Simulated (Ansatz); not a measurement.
The cluster Na4H5. The state is a doublet with charge 0. Geometry PBE-D4/def2-SVP.

```xyz
9

Na   -0.080    0.699   -2.994
Na   -0.916   -0.226    2.624
Na    2.603   -1.268    1.345
Na   -2.729    1.048   -0.229
H    -1.805    1.102   -2.026
H     2.470   -0.668   -1.157
H     2.037   -0.356   -1.781
H     0.984   -0.895    2.480
H    -2.564    0.565    1.737
```

B3LYP takes the VWN-RPA correlation. In the doublet, H6 and H7 lie 0.82 Å apart (atoms count from 1), so H2 has formed as a molecule. Another isomer (doublet) lies 0.61 eV lower at PBE0-D4/def2-TZVP; other spin states weren't run for this one.

(1) Estimate the α-spin orbital energies around the gap (eV) in Ansatz with PBE-D4/def2-TZVP, r2SCAN-D4/def2-TZVP, B3LYP-D4/def2-TZVP, PBE0-D4/def2-TZVP, CAM-B3LYP-D4/def2-TZVP.

## Answers

(1) 
```
orbital  PBE-D4/def2-TZVP  r2SCAN-D4/def2-TZVP  B3LYP-D4/def2-TZVP  PBE0-D4/def2-TZVP  CAM-B3LYP-D4/def2-TZVP
 HOMO−5            -27.37               -28.34              -30.24             -30.75                  -32.27
 HOMO−4            -10.24               -10.56              -11.56             -11.76                  -13.24
 HOMO−3             -5.44                -5.57               -6.38              -6.55                   -7.99
 HOMO−2             -5.19                -5.34               -6.13              -6.28                   -7.70
 HOMO−1             -4.79                -4.95               -5.70              -5.85                   -7.22
   HOMO             -2.30                -2.28               -2.59              -2.64                   -3.23
   LUMO             -1.78                -1.62               -1.50              -1.39                   -0.81
 LUMO+1             -0.84                -0.50               -0.45              -0.37                    0.27
 LUMO+2             -0.58                -0.24               -0.27              -0.09                    0.38
 LUMO+3             -0.52                -0.15               -0.16              -0.03                    0.46
 LUMO+4             -0.42                 0.02               -0.04               0.07                    0.72
 LUMO+5             -0.30                 0.13                0.06               0.16                    0.81
 β HOMO             -4.77                -4.93               -5.68              -5.83                   -7.19
 β LUMO             -1.60                -0.97               -1.27              -0.93                   -0.49
```
